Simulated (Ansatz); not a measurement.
Species: GaF₂, net charge 0, doublet state. It need not be the lowest isomer of its formula. SMILES: [F][Ga][F]
Geometry: optimised at B3LYP-D3(BJ)/def2-TZVP (Ansatz, a first-principles code).

Parts of the frozen-core correlation energy in cc-pVDZ (Ansatz, hartree). Frozen orbitals: 16; correlated occupied orbitals by spin: 9 and 8; virtual: 30 and 31. UHF or UKS for open shells. Spin-orbit coupling is left out. No relativistic terms.

```csv
term,value
reference (HF),-2122.15920
MP2 opposite-spin,-0.30786
MP2 same-spin,-0.11838
CCSD correlation,-0.42850
(T),-0.00777
T1 diagnostic,0.020
largest doubles amplitude,0.020
<S^2> of the reference,0.755
```
